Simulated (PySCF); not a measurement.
# Two-component Hartree-Fock for Mo (molybdenum, neutral)

Start: [Kr] 4d4 5s2; 4d5/2 filled at m_j = -1/2, +1/2, +3/2, +5/2. Calculated with PySCF 2.14 in x2c-SVPall-2c with one added diffuse shell each of s, p, d type (7s9p7d1f, 76 functions): generalised Hartree-Fock with the X2C-1e Hamiltonian and a Gaussian nucleus; one run each with spin-orbit coupling (SO) switched off, then screened by Boettger's factors. This is a chosen level, not necessarily the ground level.

| spinor shell | electrons | ε, spin-free (eV) | ε, screened SO (eV) | weight of nominal j (screened SO) | rms radius, screened SO (bohr) |
| --- | --- | --- | --- | --- | --- |
| 1s1/2 | 2 | -20107.6 | -20106.6 | 1.000 | 0.0404 |
| 2s1/2 | 2 | -2917.4 | -2917.2 | 1.000 | 0.166 |
| 2p1/2 | 2 | -2602.8 | -2676.4 | 1.000 | 0.145 |
| 2p3/2 | 4 | -2602.8 | -2568.2 | 1.000 | 0.149 |
| 3s1/2 | 2 | -531.78 | -531.75 | 1.000 | 0.456 |
| 3p1/2 | 2 | -425.58 | -438.21 | 1.000 | 0.455 |
| 3p3/2 | 4 | -425.58 | -419.66 | 1.000 | 0.466 |
| 3d3/2 | 4 | -252.76 | -254.80 | 0.976 | 0.452 |
| 3d5/2 | 6 | -252.76 | -251.38 | 0.984 | 0.455 |
| 4s1/2 | 2 | -82.634 | -82.644 | 1.000 | 1.18 |
| 4p1/2 | 2 | -51.082 | -54.764 | 0.690 | 1.32 |
| 4p3/2 | 4 | -51.082 | -49.322 | 0.845 | 1.33 |
| 4d5/2 | 4 | -12.243 | -12.226 | 0.672 | 1.96 |
| 5s1/2 | 2 | -6.431 | -6.433 | 0.992 | 3.97 |

| quantity | spin-free | screened SO |
| --- | --- | --- |
| E (hartree) | -4045.52447 | -4045.97753 |
| M_J | 4 | 4 |
| ⟨J²⟩ | 20.125 | 20.125 |
| ⟨L²⟩ | 6.095 | 6.131 |
| ⟨S²⟩ | 6.030 | 6.020 |

Each row is a mean over spinors that exchange with the open shell spreads, by up to 8.185 eV (4p3/2).

Rows whose weight is well below 1 are mixtures of j = l ± 1/2: exchange outweighs spin-orbit coupling there, and the label is only the starting occupation.

⟨J²⟩ departs a little from M_J(M_J + 1) because the unrestricted spinors polarise the closed shells.

Breit and QED terms are absent; they matter most for the inner s and p1/2 levels.

Densities and radii are taken from the X2C orbitals without a picture-change correction, which distorts them close to the nucleus.

Without spin-orbit coupling the j labels of p, d and f shells carry no meaning; the spin-free column gives the mean over the occupied spinors of each nl shell.
